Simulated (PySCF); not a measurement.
Species: C₃H₁₁NO₂Si₂.
Z-matrix (Å and degrees, GFN2-xTB geometry), rows numbered from 1:
```
C 
N   1  1.4470
C   2  1.4364  1  115.24
C   2  1.3458  1  120.60  3  -178.21
O   4  1.2299  2  120.97  1    -0.52
Si  4  1.9212  2  122.89  1   179.79
O   6  1.6002  4  102.29  2  -177.58
Si  7  1.6512  6  138.05  4    -0.68
H   1  1.0882  2  107.92  3  -178.69
H   1  1.0923  2  110.27  3   -58.99
H   1  1.0927  2  110.48  3    61.61
H   3  1.0945  2  110.27  1   -62.27
H   3  1.0939  2  109.93  1    56.99
H   3  1.0860  2  110.48  1   177.26
H   6  1.4623  4  110.78  2    66.52
H   6  1.4622  4  111.42  2   -61.91
H   8  1.4684  7   98.46  6   179.15
H   8  1.4543  7  109.74  6   -65.35
H   8  1.4550  7  109.92  6    63.78
```

Computed at PBE0/pcSseg-1 (PySCF, non-relativistic), with Q(14N) = 0.02044 b, Q(17O) = −0.0256 b: N2, 14N (I = 1): χzz = -4.545 MHz, η = 0.117; O5, 17O (I = 5/2): χzz = 8.540 MHz, η = 0.154; O7, 17O (I = 5/2): χzz = -6.135 MHz, η = 0.229.

(1) Where would the pure quadrupole (NQR) lines of 14N at N2 fall for the rigid, isolated species?

(2) Where would the pure quadrupole (NQR) lines of 17O at O5 fall for the rigid, isolated species?

(3) Find the zero-field quadrupole resonance frequencies of 17O at O7.

Results:

(1) From ν± = (3/4)|χ|(1 ± η/3) and ν0 = |χ|η/2: ν+ 3.542 MHz, ν− 3.275 MHz, ν0 0.267 MHz (nitrogen bound to a carbonyl carbon).

(2) From the eigenvalues of H = χ/[4I(2I − 1)] × [3Iz² − I(I + 1) + η(Ix² − Iy²)], steps between neighbouring levels, labelled as for η = 0: ±1/2↔±3/2 1.314 MHz, ±3/2↔±5/2 2.550 MHz (carbonyl oxygen).

(3) From the eigenvalues of H = χ/[4I(2I − 1)] × [3Iz² − I(I + 1) + η(Ix² − Iy²)], steps between neighbouring levels, labelled as for η = 0: ±1/2↔±3/2 0.971 MHz, ±3/2↔±5/2 1.822 MHz (siloxane oxygen).

In a crystal, neighbours and librations shift these lines. GFN2-xTB bond lengths can be off by several hundredths of an ångström, more for odd bonds, and the gradients follow them. The basis is small and wasn't made for field gradients, so the couplings can be 20 % off.

One conformer stands for the species.
